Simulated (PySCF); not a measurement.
## LaSe: f occupation and spin

Unrestricted PBE0; La x2c-SVPall, Se x2c-SVPall; spin-free X2C with a Gaussian nucleus (PySCF 2.14). The search starts from ions with several 4f fillings and holds each by maximum overlap.

The lowest solution has 2Ms+1 = 2, about 0.1 4f electrons, near 2.50 Å.

Solutions at the starting distance of 2.493 Å, counted from the lowest; the search is not exhaustive:

| 2Ms+1 | 4f population | E (eV) | ⟨S²⟩ | ⟨Lz²⟩ | μ (D) |
| --- | --- | --- | --- | --- | --- |
| 2 | 0.08 | 0.00 | 0.75 | 0.0 | -5.90 |
| 2 | 0.07 | 0.50 | 0.76 | 4.0 | -8.27 |
| 2 | 0.09 | 1.15 | 0.76 | 1.0 | -5.94 |

Partly filled real f orbitals mix terms, so no term symbols are given. A positive dipole means La(−)Se(+).

Spin–orbit coupling is left out. Counting both spins, an empty level lies below a filled one in some of these solutions, because spin and occupation are held. The state is the lowest single determinant that the PBE0 search found; with open d or f shells the true ground state can be another one.
